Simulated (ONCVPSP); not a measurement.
## Before and after: ONCV potential for Zr

Zr, optimised norm-conserving Vanderbilt (ONCV), made with ONCVPSP 4.0.1 (PBEsol, scalar-relativistic). Core [Ar] 3d10, reference 4s2 4p6 4d2 5s1 (charge +1). Waves: 4s+5s: rc 1.65 bohr, ncon 4, nbas 7, qcut 6.3 1/bohr, 2 projectors; 4p: rc 1.50 bohr, ncon 4, nbas 8, qcut 4.7 1/bohr, 2 projectors, debl 3.1 Ha; 4d: rc 2.35 bohr, ncon 3, nbas 7, qcut 7 1/bohr, 2 projectors, debl 3.6 Ha. Local part: polynomial inside 1.20 bohr (lpopt 5, dvloc0 2 Ha). Core correction: polynomial model core, fcfact 0.7.

Change: local potential polynomial inside 1.20 bohr (lpopt 5, dvloc0 9 Ha).

Cutoffs: the cutoffs (Ha) at which the residual kinetic energy of the hardest occupied pseudo-wave falls to 1 and 0.1 mHa per electron; they do not see the model core or the augmentation charge, which bear on the density cutoff. Errors are all-electron minus pseudo energies relative to the spin-unpolarised reference configuration.

**Question.** How do hardness, ghosts and transferability respond?

**Answer.** The potential gets neither clearly harder nor softer (31 Ha and 86 Ha → 31 Ha and 86 Ha); of the 4 tests that both files solve, the error grows in 2 and shrinks in 0 by more than 15 % and 0.3 meV (median size 2.4 → 2.8 meV); the range in which the p phases agree narrows (upper end 4.7 → 2.2); neither file shows a bound ghost.

| quantity | base | changed |
| --- | --- | --- |
| cutoff, loose | 31 Ha | 31 Ha |
| cutoff, tight | 86 Ha | 86 Ha |
| bound ghosts | none | none |
| GHOST(+) flags under 300 eV | s at 177.6 eV | p at 61.7 eV |
| error for 4s2 4p6 4d2 5s2, meV [ΔE -7.17 eV] | +0.6 | +0.6 |
| error for 4s2 4p6 4d2 5s0, meV [ΔE 12.91 eV] | -2.4 | -2.3 |
| error for 4s2 4p6 4d1 5s0, meV [ΔE 35.50 eV] | +4.6 | +5.4 |
| error for 4s2 4p6 4d1 5s2, meV [ΔE 0.51 eV] | +2.5 | +3.4 |
| s: phases at 1.67 bohr within 0.05 rad from the reference energy up to (Ha; the scan ends near 5) | to the end of the scan | to the end of the scan |
| p: phases at 1.53 bohr within 0.05 rad from the reference energy up to (Ha; the scan ends near 5) | 4.7 | 2.2 |
| d: phases at 2.39 bohr within 0.05 rad from the reference energy up to (Ha; the scan ends near 5) | to the end of the scan | to the end of the scan |
| rms error of d²Exc/dni dnj with the model core, mHa | 0.52 | 0.52 |
